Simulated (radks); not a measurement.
Coulomb parameter of the 5d shell of the tantalum ion Ta+ in the model configuration [Xe] 4f14 5d3 6s1, as a second difference U = [E(n + 0.5) + E(n - 0.5) - 2 E(n)] / (0.5)^2 with all orbitals relaxed. "Bare": the charge of the atom changes with n. "Screened": the 6s shell takes up the change at fixed total charge, which measures U(5d,5d) + U(6s,6s) - 2 U(5d,6s). Method: scalar-relativistic Kohn-Sham, PBE, spin-unpolarised, spherical densities, point nucleus; computed with a radial shooting solver on a logarithmic mesh with Libxc functionals.

case,configuration,E - E(n) (eV)
start,[Xe] 4f14 5d3 6s1,0.000
bare +0.5,[Xe] 4f14 5d3.5 6s1,-4.170
bare -0.5,[Xe] 4f14 5d2.5 6s1,6.396
screened +0.5,[Xe] 4f14 5d3.5 6s0.5,0.643
screened -0.5,[Xe] 4f14 5d2.5 6s1.5,-0.481

U(bare) = 8.905 eV, U(screened by 6s) = 0.647 eV, against the Slater integral F0(5d,5d) = 11.788 eV with frozen orbitals.
